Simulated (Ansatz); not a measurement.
The same ligand exchange along the group F, Cl, Br.

Gas-phase electronic energies from Ansatz, PBE0-D4/def2-TZVP geometries. CCSD(T)/CBS is the MP2 limit (def2-TZVPP, def2-QZVPP) plus CCSD(T) − MP2 in def2-TZVPP, frozen cores. This one scheme is used for every species. DFT in def2-TZVPP. B3LYP here is the variant with VWN-RPA as its local correlation; programs differ in this. For Br outer-core shells are correlated without core-valence functions, which leaves a few kJ/mol of doubt a bond. Scalar relativity is left out up to krypton. Each species was taken in one conformer, which may not be the lowest.

```
                            reaction  ωB97X-V (kcal/mol)  MP2/CBS(def2) (kcal/mol)  B2PLYP (kcal/mol)  B3LYP-D4 (kcal/mol)
 `B[SiH2]F` + NH₃ → `B[SiH2]N` + H–F                21.1                      19.7               21.8                 21.2
`B[SiH2]Cl` + NH₃ → `B[SiH2]N` + HCl                12.9                      13.7               12.8                 12.7
`B[SiH2]Br` + NH₃ → `B[SiH2]N` + HBr                12.5                      14.1               12.3                 12.1
```

(1) Give the CCSD(T)/CBS values in the same order. (Best estimate.)

Largest T1 diagnostic: 0.012, for `B[SiH2]F`.

Answers

(1) The calculation gave: 20.2, 13.0, 13.2 kcal/mol.
